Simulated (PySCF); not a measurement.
Correlation energy of Br (bromine, neutral)

[Ar] 3d10 4s2 4p5, 2P determinant. Computed with PySCF 2.14 in def2-TZVPPD, with no relativity, point nucleus. Frozen: [Ar] 3d10; 7 electrons correlated.

| level | correlation energy (mhartree) |
| --- | --- |
| CCSD | -153.97 |
| (T) | -4.65 |
| CCSD(T) | -158.62 |

Diagnostics: T1 = 0.0065, D1 = 0.0217, largest double amplitude 0.039.

Cost of the coupled-cluster step: about 4 core-seconds, for 7 correlated electrons.

Iterations:

```
CC2 = 0
CCSD nocc = (np.int64(4), np.int64(3)), nmo = (43, 43)
frozen orbitals [[0, 1, 2, 3, 4, 5, 6, 7, 8, 9, 10, 11, 12, 13], [0, 1, 2, 3, 4, 5, 6, 7, 8, 9, 10, 11, 12, 13]]
max_cycle = 100
direct = 0
conv_tol = 1e-08
conv_tol_normt = 1e-06
diis_space = 8
diis_start_cycle = 0
Init t2, MP2 energy = -0.134391644972531
Init E_corr(UCCSD) = -0.134391644983524
cycle = 1  E_corr(UCCSD) = -0.14966761484109  dE = -0.0152759699  norm(t1,t2) = 0.0374714
cycle = 2  E_corr(UCCSD) = -0.15275590996782  dE = -0.00308829513  norm(t1,t2) = 0.0115022
cycle = 3  E_corr(UCCSD) = -0.154020234697564  dE = -0.00126432473  norm(t1,t2) = 0.00454476
cycle = 4  E_corr(UCCSD) = -0.15397241455727  dE = 4.78201403e-05  norm(t1,t2) = 0.000704345
cycle = 5  E_corr(UCCSD) = -0.153967319351067  dE = 5.0952062e-06  norm(t1,t2) = 0.00018566
cycle = 6  E_corr(UCCSD) = -0.153969786930061  dE = -2.46757899e-06  norm(t1,t2) = 7.2579e-05
cycle = 7  E_corr(UCCSD) = -0.153969881608792  dE = -9.46787314e-08  norm(t1,t2) = 1.98873e-05
cycle = 8  E_corr(UCCSD) = -0.153969773525669  dE = 1.08083123e-07  norm(t1,t2) = 4.76844e-06
cycle = 9  E_corr(UCCSD) = -0.153969773503714  dE = 2.19549934e-11  norm(t1,t2) = 1.37765e-06
cycle = 10  E_corr(UCCSD) = -0.153969774357672  dE = -8.53957599e-10  norm(t1,t2) = 3.19303e-07
UCCSD converged
E(UCCSD) = -2572.552438648082  E_corr = -0.1539697743576721
UCCSD(T) correction = -0.00464989810064931
```
